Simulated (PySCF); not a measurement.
Job file and geometry (Å, from GFN2-xTB) of an NMR shielding run on SMILES O=C(O)[Si@@H]([SiH3])CCF, C3H9FO2Si2, GIAO PBE0/pcSseg-1 NMR shielding, non-relativistic, gas phase in PySCF 2.14.0, density-fitted response routines; density fitting, a coarse starting grid and PySCF grid level 2 are the driver's defaults:

```
$ OMP_NUM_THREADS=1 python probes_run.py task.json out

{"job": {"kind": "nmr", "xc": "PBE0", "basis": "pcSseg-1"}, "charge": 0, "multiplicity": 1}
O      1.638866    -0.986109    -1.529935
C      1.775518    -0.468623    -0.447548
O      2.965171    -0.010959    -0.031216
Si     0.398385    -0.109812     0.844332
Si    -0.122109     2.153719     0.790737
C     -1.046289    -1.265905     0.339215
C     -1.604403    -0.901612    -1.024442
F     -2.043609     0.409177    -1.024017
H      3.653101    -0.170924    -0.701609
H      0.942895    -0.655746     2.099983
H     -0.048172     2.724038    -0.555563
H     -1.462837     2.396632     1.325066
H      0.820879     2.902366     1.631164
H     -0.720447    -2.304932     0.292825
H     -1.847638    -1.211298     1.077124
H     -0.835502    -0.974261    -1.798273
H     -2.470805    -1.513722    -1.297753
```

**Question.** Write the output of this run.

**Answer.** 
```
coarse grid: 15344 points
cycle   1  E = -948.0817411004  dE =  8.392e-01  |g| = 9.723e-01  |ddm| = 3.613e+00
cycle   2  E = -947.7018767047  dE =  3.799e-01  |g| = 1.723e+00  |ddm| = 1.682e+00
cycle   3  E = -948.2335352469  dE = -5.317e-01  |g| = 3.373e-01  |ddm| = 1.248e+00
cycle   4  E = -948.2535097276  dE = -1.997e-02  |g| = 8.757e-02  |ddm| = 2.399e-01
cycle   5  E = -948.2547110345  dE = -1.201e-03  |g| = 2.157e-02  |ddm| = 5.517e-02
cycle   6  E = -948.2548057467  dE = -9.471e-05  |g| = 6.973e-03  |ddm| = 2.229e-02
cycle   7  E = -948.2548168843  dE = -1.114e-05  |g| = 1.202e-03  |ddm| = 6.858e-03
cycle   8  E = -948.2548171596  dE = -2.752e-07  |g| = 4.503e-04  |ddm| = 1.374e-03
final grid: 139848 points
cycle   9  E = -948.3268341118  dE = -2.433e-05  |g| = 1.166e-02  |ddm| = 2.287e-02
cycle  10  E = -948.3267933963  dE =  4.072e-05  |g| = 1.900e-02  |ddm| = 1.764e-02
cycle  11  E = -948.3268584214  dE = -6.503e-05  |g| = 2.612e-03  |ddm| = 1.123e-02
cycle  12  E = -948.3268596959  dE = -1.274e-06  |g| = 4.480e-04  |ddm| = 1.770e-03
cycle  13  E = -948.3268597269  dE = -3.105e-08  |g| = 1.486e-04  |ddm| = 3.884e-04
cycle  14  E = -948.3268597312  dE = -4.290e-09  |g| = 2.519e-05  |ddm| = 1.240e-04
cycle  15  E = -948.3268597313  dE = -1.287e-10  |g| = 8.758e-06  |ddm| = 3.436e-05
converged SCF energy = -948.3268597313

GIAO shielding tensors (ppm)
atom      isotropic    diamagn.    paramagn.     s11        s22        s33       span
  0 O     -170.557     402.942    -573.499   -499.836   -248.866    237.032    736.868
  1 C       -2.457     257.008    -259.465   -110.415     25.023     78.021    188.436
  2 O       92.984     391.807    -298.822    -87.128    133.737    232.344    319.472
  3 Si     413.638     881.610    -467.973    380.763    405.038    455.112     74.349
  4 Si     459.882     879.836    -419.954    451.996    454.462    473.187     21.191
  5 C      168.050     254.892     -86.841    153.274    170.762    180.115     26.841
  6 C      103.034     242.759    -139.725     61.621     82.212    165.269    103.649
  7 F      415.385     476.689     -61.304    385.372    395.747    465.037     79.665
  8 H       24.979      29.888      -4.910     18.213     23.281     33.442     15.229
  9 H       27.166      29.361      -2.195     23.703     25.499     32.296      8.594
 10 H       28.051      29.104      -1.053     24.998     26.415     32.740      7.742
 11 H       28.127      28.867      -0.741     24.392     26.583     33.405      9.014
 12 H       28.118      28.377      -0.259     24.413     25.694     34.246      9.833
 13 H       30.473      31.413      -0.939     26.318     28.082     37.019     10.701
 14 H       30.313      31.221      -0.909     26.522     27.982     36.434      9.912
 15 H       26.029      30.540      -4.511     22.079     26.050     29.958      7.880
 16 H       26.606      27.967      -1.361     21.580     26.579     31.659     10.080
```

**Question.** Turn these shieldings into chemical shifts. Scale: ¹⁷O (σref 336.08) against H2O; ¹³C (σref 186.93), ²⁹Si (σref 349.16), ¹H (σref 31.72) vs TMS; CFCl3 for ¹⁹F (σref 170.95) (reference shieldings calculated alike).

**Answer.** Averaging equivalent atoms: O 0: 506.6; O 2: 243.1; C 1: 189.4; C 6: 83.9; C 5: 18.9; Si 3: -64.5; Si 4: -110.7; F 7: -244.4; H 8: 6.74; H 15: 5.69; H 16: 5.11; H 9: 4.55; H 10/11/12: 3.62; H 14: 1.40; H 13: 1.24 ppm. Unscaled 19F shifts against computed CFCl3 carry errors that often reach 10 to 50 ppm. Unscaled 17O shifts of doubly bonded oxygen tend to come out too high, by tens of ppm or more. Experimental scales use liquid or dissolved standards, which lie at an offset from isolated H2O (liquid H2O: subtract about 36 ppm).

Size and cost of the density-fitted run: 195 basis functions, 73 s wall time on 1 thread of an AMD EPYC, shared host; peak memory 0.86 GiB.
